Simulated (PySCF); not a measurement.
A structure optimised at B3LYP-D3(BJ)/def2-SVP, used in a PySCF frequency run:

```xyz
4

Ga     0.0000     0.0000     0.0000
I     -2.4961     0.0000     0.0000
I      1.2481     2.1617     0.0000
I      1.2481    -2.1617     0.0000
```

Task: Write its SMILES, formula and point group.

Result: [I][Ga]([I])[I], GaI₃, D3h

Task: What are its rotational constants (standard atomic weights)?

Result: 0.42611, 0.42611, 0.21306 GHz
